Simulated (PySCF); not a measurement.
Computed Raman spectrum (relative Raman activity) of a molecule CH₃Cl₂NSi₂. The structure is a stationary point at PBE0-D3(BJ)/def2-SVP. Other conformers were not sampled. All values below come from PBE0-D3(BJ)/def2-SVP (PySCF). Frequencies are harmonic and unscaled.

Lines under 2 % of the strongest are left out, and lines within 2 cm⁻¹ are merged.

| ν (cm⁻¹) | relative intensity |
|---|---|
| 355 | 4.6 |
| 466 | 5.3 |
| 556 | 2.9 |
| 585 | 5.5 |
| 660 | 3.6 |
| 776 | 2.6 |
| 929 | 5.4 |
| 1290 | 2.0 |
| 2222 | 85 |
| 2238 | 43 |
| 3062 | 100 |

Q: Identify the compound among the candidates.
A) Cl[Si@H]1C=N[Si@@H]1Cl
B) Cl[Si]1(Cl)N=C[SiH2]1
C) Cl[Si]1(Cl)C=N[SiH2]1

A: B, Cl[Si]1(Cl)N=C[SiH2]1
